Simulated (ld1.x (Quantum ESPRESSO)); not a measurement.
# Sb (Z = 51), TM: configuration errors across variants

```json
{
 "Element": "antimony",
 "Generator": "ld1.x (Quantum ESPRESSO) 7.5",
 "Type": "norm-conserving Troullier–Martins (Kleinman–Bylander form)",
 "Functional": "PBE",
 "Relativity": "scalar-relativistic",
 "Frozen core": "[Kr] 4d10",
 "Valence charge": "5",
 "Reference configuration": "5s2 5p2.5 (charge +0.5)",
 "Partial waves": "5p (bound): rc 1.95 bohr; 5s (bound): rc 1.55 bohr",
 "Local potential": "the s channel",
 "Core correction": "Bessel-smoothed model core inside 1.20 bohr"
}
```

All-electron excitation energies from the reference (eV): (1) 5s2 5p3 -3.262; (2) 5s2 5p2 5.055; (3) 5s2 5p1 21.023; (4) 5s1 5p0 89.729; (5) 5s1 5p4 4.850; (6) 5s2 5p3.3 -4.421; (7) 5s0 5p5 13.169.

5 further variants failed, have other tests or too few solved ones, and are left out.

A true bound ghost makes a file unfit for plane-wave use even where its test errors are small: the radial tests pick states by their node count and pass the ghost by.

Errors AE − PS in meV (a dash: test not solved or not reliable):

| change | (1) | (2) | (3) | (4) | (5) | (6) | (7) | bound ghosts |
| --- | --- | --- | --- | --- | --- | --- | --- | --- |
| base | +0.2 | -2.5 | -27 | -436 | -12 | +0.1 | -56 | none |
| all radii but the core radius scaled by about 0.87 (s 1.36, p 1.70 bohr) | +0.1 | -2.4 | -23 | -352 | -16 | -0.2 | -85 | p |
| wave 5p (bound): rc 1.95 bohr becomes 5p (bound): rc 1.32 bohr | -2.6 | – | -72 | -640 | -42 | -5.9 | -158 | p |
| local potential all-electron potential smoothed inside 1.85 bohr (lloc = -1) | +1.6 | +0.1 | +13 | +196 | -6.8 | +2.9 | -50 | s, d |
| wave 5p (bound): rc 1.95 bohr becomes 5p (bound): rc 2.80 bohr | +0.2 | -2.7 | -31 | -487 | -7.9 | +0.1 | -38 | none |
| core correction Bessel-smoothed model core inside 1.56 bohr | +0.2 | -2.5 | -27 | -434 | -12 | +0.1 | -56 | none |

(1) Give the same row for: core correction none.

Results:

(1) +0.5, -1.7, -6.9, +217, +11, +0.7, +62; bound ghosts: none.
